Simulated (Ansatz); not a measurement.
Consider the ligand exchange at the Al–S bond: `C[S][AlH][F]` + `N[SiH2]N` → `N[SiH2][NH][AlH][F]` + CH₃SH.

Gas-phase electronic energies from Ansatz, PBE0-D4/def2-TZVP geometries. CCSD(T)/CBS is the MP2 limit (def2-TZVPP, def2-QZVPP) plus CCSD(T) − MP2 in def2-TZVPP, frozen cores. This one scheme is used for every species. Functionals use def2-TZVPP. B3LYP here is the variant with VWN-RPA as its local correlation; programs differ in this. Each species was taken in one conformer, which may not be the lowest.

| level | ΔE (kJ/mol) | difference from CCSD(T)/CBS |
| --- | --- | --- |
| PBE-D4 | 11.2 | 7.0 |
| r2SCAN-D4 | 6.7 | 2.5 |
| PBE0-D4 | 10.1 | 5.9 |
| B3LYP-D4 | 2.8 | -1.4 |
| ωB97X-V | 3.4 | -0.8 |
| ωB97M-V | 3.4 | -0.8 |
| B2PLYP | 2.0 | -2.2 |
| PBE | 11.8 | 7.6 |
| r2SCAN | 7.0 | 2.8 |
| PBE0 | 10.6 | 6.4 |
| B3LYP | 3.5 | -0.7 |
| HF/def2-TZVPP | -0.5 | -4.7 |
| MP2/def2-TZVPP | 1.4 | -2.8 |
| SCS-MP2/def2-TZVPP | -1.6 | -5.8 |
| CCSD/def2-TZVPP | -1.4 | -5.6 |
| CCSD(T)/def2-TZVPP | -0.3 | -4.5 |
| HF/def2-QZVPP | -1.5 | -5.7 |
| MP2/def2-QZVPP | 3.7 | -0.5 |
| SCS-MP2/def2-QZVPP | 0.8 | -3.4 |
| HF/CBS(def2) | -1.6 | -5.8 |
| MP2/CBS(def2) | 6.0 | 1.8 |
| CCSD/CBS(def2) | 3.1 | -1.1 |
| CCSD(T)/CBS | 4.2 | 0 |

Largest T1 diagnostic among the species: 0.012.
